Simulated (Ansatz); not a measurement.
```xyz
7

C     1.127   -0.242    0.101
S     0.161    1.298   -0.059
Zn   -1.847    0.564   -0.174
F    -3.496   -0.015   -0.269
H     1.011   -0.886   -0.769
H     2.170    0.068    0.164
H     0.873   -0.787    1.008
```

Total charge 0; spin multiplicity 1.

(1) List the ωB97M-V/def2-TZVPP orbital energies in eV (Ansatz 0.2.0). (Estimate.)

## Answers

(1) Computed: Occupied: -9466.13, -2426.79, -1157.32, -1017.78, -1017.76, -1017.65, -675.85, -282.46, -220.74, -163.86, -163.77, -163.67, -137.25, -92.65, -92.61, -92.49, -33.62, -24.49, -20.64, -18.03, -18.00, -17.98, -17.90, -17.89, -14.92, -14.80, -13.66, -13.00, -12.84, -12.65, -10.67, -9.33. Lowest empty: 0.43, 0.78, 1.26, 2.86, 3.41, 4.04, 4.47, 4.80.
